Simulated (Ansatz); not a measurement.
Basis-set extrapolation for `C=COB(F)Cl` (PBE0-D4/def2-TZVP geometry, frozen core, Ansatz 0.2.0). Multiplicity 1, RHF reference.

|  | def2-TZVPP | def2-QZVPP |
| --- | --- | --- |
| HF | -736.229471 | -736.254667 |
| MP2 correlation | -1.076428 | -1.165873 |
| CCSD(T) correlation | -1.155382 | not run |

Energies in hartree. Use E(X) = E(∞) + A·exp(−7.88·√X) for Hartree–Fock and E(X) = E(∞) + B·X^(−2.97) for correlation, with X = 3 and 4, and add CCSD(T) minus MP2 of the smaller set to the MP2 limit.

Q: What is the CCSD(T) energy at the basis-set limit?

A: HF limit: -736.254667 + (-0.025196) × 0.13774 = -736.25814. MP2 limit: -1.165873 + (-0.089445) × 0.74074 = -1.23213. Higher-order term: -1.155382 − (-1.076428) = -0.07895. Total: -737.56922 hartree, 5.02 eV below CCSD(T)/def2-TZVPP.
